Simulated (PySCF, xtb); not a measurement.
C2H6N, SMILES CC[NH] (connectivity only; charge and spin as stated), charge -1, multiplicity 1.

GFN2-xTB run with xtb at its own geometry gives an orbital gap of 8.18 eV.

Coordinates come from a PBE-D3(BJ)/def2-SVPD optimisation. The spin state was assumed, not searched. The isomer is the one that the SMILES or the coordinates give; other isomers of the formula were not compared. One conformer was computed; it need not be the lowest.

Q: What does M06-2X/def2-TZVPD (PySCF) give? (The exact figures need the calculation; the answer reports its results.)

A: gap 4.61 eV (levels 0.10 and 4.70 eV).
